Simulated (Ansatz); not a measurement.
`O[CH2][InH][Br]` + H₂O → `[OH][InH][Br]` + CH₃OH at 400 K and 1 bar (formal hydrolysis of the In–C bond).

Isolated molecules relaxed with PBE0-D4/def2-TZVP in Ansatz; ΔE leaves out vibrations. CCSD(T)/CBS adds triple-zeta CCSD(T) − MP2 to the extrapolated MP2 energy (def2 sets, frozen cores). This one scheme is used for every species. def2 core potentials past Kr. For Br, In outer-core shells are correlated without core-valence functions, which leaves a few kJ/mol of doubt a bond. Scalar relativity is left out up to krypton. One conformer a species, not always the lowest.

```csv
species,CCSD(T)/CBS energy (Eh),H − E (kJ/mol),S (J/(mol·K))
`O[CH2][InH][Br]`,-2878.79003,157.1,390.0
H₂O,-76.37941,69.8,198.6
`[OH][InH][Br]`,-2839.57190,76.2,348.7
CH₃OH,-115.61712,151.2,252.6
```

H − E and S are ideal-gas, rigid-rotor, harmonic terms from PBE0-D4/def2-TZVP, for one conformer and one mirror image of each species. 1 Eh = 2625.50 kJ/mol, R = 8.31446 J/(mol·K).

By hand: ΔE, ΔH, ΔS and ΔG.

ΔE = (-2839.57190) + (-115.61712) − (-2878.79003) − (-76.37941) = -0.01958 Eh = -51.4 kJ/mol. Δ(H − E) = 76.2 + 151.2 − 157.1 − 69.8 = 0.5, so ΔH = -50.9 kJ/mol. ΔS = 348.7 + 252.6 − 390.0 − 198.6 = 12.7 J/(mol·K). ΔG = -50.9 − 400 × (12.7)/1000 = -56.0 kJ/mol.

By hand: the equilibrium constant, and the temperature at which ΔG would vanish if ΔH and ΔS stayed fixed.

log₁₀ K = −ΔG/(RT ln 10) = 7.3. ΔH and −TΔS have one sign here, so there is no such temperature.

The number of gas molecules stays the same, so ΔS is small and ΔH decides. A doubt of 5 kJ/mol in ΔE shifts log₁₀ K by 0.7 here. Other conformers and mirror images would add mixing entropy, several J/(mol·K) or more a flexible species. These are equilibria of isolated gas molecules and say nothing of rates. Largest T1 diagnostic: 0.014 (customary marks: 0.02 for closed shells, 0.045 for open ones).

ΔS is within the doubt of such terms, so its sign, and with it that verdict, could turn.
